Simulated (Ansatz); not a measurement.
A made-up structure of SiH3Te (charge +1), singlet:

Si1  (-0.143, -0.566, 0.013)
Te2  (1.383, 0.795, 0.082)
H3  (-1.692, -0.254, -0.135)
H4  (0.484, -1.751, 0.120)
H5  (-0.031, 1.776, -0.079)
(Å)

It is relaxed with PBE-D4/def2-SVP and then PBE0-D4/def2-TZVP (Ansatz 0.2.0). Atoms count as bonded within 1.22 times the sum of their covalent radii (H–H: 0.88 Å). The end point is not checked to be a true minimum.

(1) Does its bonding change? (Judge from chemistry; the calculation decides.)

Answers

(1) By the calculation: No: no bond forms or breaks.

Where it ends: The first stage lowers the energy by 2.10 eV in 7 steps. It ends as SiH₃Te ([SiH2][TeH]), total charge +1:
| atom | x (Å) | y (Å) | z (Å) |
| --- | --- | --- | --- |
| Si1 | -0.1838 | -0.6976 | 0.0150 |
| Te2 | 1.3801 | 1.0736 | 0.0709 |
| H3 | -1.6294 | -0.4434 | -0.1200 |
| H4 | 0.3114 | -2.0814 | 0.1186 |
| H5 | 0.1217 | 2.1489 | -0.0844 |

Labels in which every atom is bracketed show which atoms are joined, not bond orders.

For scale, one of the runs: PBE0-D4/def2-TZVP relaxation, 105 basis functions, launched by `ansatz run in.yaml --threads 2 --pin off --events-out ev --progress --plain --max-ram 4352MiB`. The run took about 7.5 s on 2 CPU threads of an Arm Neoverse V1 (shared host).
